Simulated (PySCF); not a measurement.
Compound: C2H8O2Si.
Cartesian coordinates in Å at the PBE0-D3(BJ)/def2-SVP level; atoms count from 1:
```
atom  x, y, z in Å
C1    -1.487    0.593    0.112
Si2    0.099   -0.375   -0.122
C3     1.596    0.715    0.027
O4     0.133   -1.626    0.989
O5     0.184   -1.064   -1.635
H6    -1.531    1.075    1.102
H7    -2.376   -0.050    0.007
H8    -1.564    1.388   -0.647
H9     1.623    1.455   -0.788
H10    2.514    0.112   -0.031
H11    1.602    1.259    0.985
H12   -0.517   -1.584    1.694
H13   -0.284   -1.899   -1.730
```

Computed, not measured: delta-SCF UKS SCAN, pcX-2 on the ionised atom, pcseg-1 elsewhere, spin-free X2C (PySCF). Each 1s hole has a ground state of its own, since the core basis sits on the ionised atom alone.

```csv
ionised atom,basis functions,E(ionised) (Eh),binding energy (eV)
C1,145,-511.00147,290.249
O4,145,-501.91386,538.333
Si2,156,-453.85046,1847.315
```

Q: Fill in the total energy of each ground state.

A: With binding energy = E(ionised) − E(ground) and 27.2114 eV a hartree:

```json
{"atom": "C1", "binding energy (Eh)": "10.6665", "E(ground) (Eh)": "-521.6679"}
{"atom": "O4", "binding energy (Eh)": "19.7834", "E(ground) (Eh)": "-521.6972"}
{"atom": "Si2", "binding energy (Eh)": "67.8876", "E(ground) (Eh)": "-521.7380"}
```

Q: How much do the ground-state energies differ, and what would follow from using one of them for all holes?

A: They run from -521.7380 Eh (core basis on Si2) to -521.6679 Eh (on C1), 0.0701 Eh or 1.91 eV apart, for one and the same state in different bases and grids. Pairing the ion of C1 with the ground state of Si2 would put its binding energy 1.91 eV too high.

Only 1s holes are shown. Topologically equivalent atoms share the value of their first member; where this conformer doesn't relate them by symmetry, their own values could differ. The structure is a single PBE0-D3(BJ)/def2-SVP conformer in the gas phase; no vibrational or solvent corrections.

On one thread, Arm Neoverse V1 (aarch64), on a shared host, this took 23 s and 0.51 GiB of memory at its peak.
